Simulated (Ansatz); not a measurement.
Ansatz (a program for electronic structure) input:

Ansatz 0.2 input:
```yaml
crystal:
  periodic: [false, false, false]
  atoms:
    - {symbol: O, position_ang: [-0.48575550, -0.03323043, 1.07605039]}
    - {symbol: B, position_ang: [-0.79231063, -0.19563243, -0.21612405]}
    - {symbol: O, position_ang: [-2.04028301, -0.51844649, -0.76104658]}
    - {symbol: O, position_ang: [0.32477998, 0.00056589, -1.02124453]}
    - {symbol: Si, position_ang: [1.31773192, 0.32508640, 0.35554697]}
    - {symbol: H, position_ang: [-2.65560595, -0.60568651, -0.02722020]}
    - {symbol: H, position_ang: [2.59161973, 0.55499662, -0.47654154]}
    - {symbol: H, position_ang: [1.31679756, 1.66117296, 1.04094465]}
    - {symbol: H, position_ang: [1.87056321, -0.77464219, 1.21570553]}
basis:
  gaussian:
    orbitals: def2-TZVPD
hamiltonian:
  xc: {name: PBE}
total_charge: -1
output: {forces: true}
```

What final total energy does it print?

-542.34646 Eh (PBE/def2-TZVPD). The basis has 236 functions.

It need not be the lowest isomer of its formula. Whether it binds its extra electron was not tested at this geometry.
